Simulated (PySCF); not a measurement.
GaH, SMILES [GaH] (connectivity only; charge and spin as stated), neutral, multiplicity 1. Geometry: PBE0-D3(BJ)/def2-TZVPD.

PySCF with TDA-PBE/def2-TZVPD puts the lowest singlet excitations at 2.94, 2.94, 5.25, 6.64, 6.64, 6.72 eV.

Problem. What are the lowest excitation roots from ADC(2)/aug-cc-pVDZ (PySCF)? (An estimate is asked for; the answer gives what the named calculation found.)

Solution. 3.07, 3.07, 5.52, 6.23, 6.41, 6.41 eV. S1 differs by 0.14 eV (second minus first; roots are paired by order, and the bases may differ).
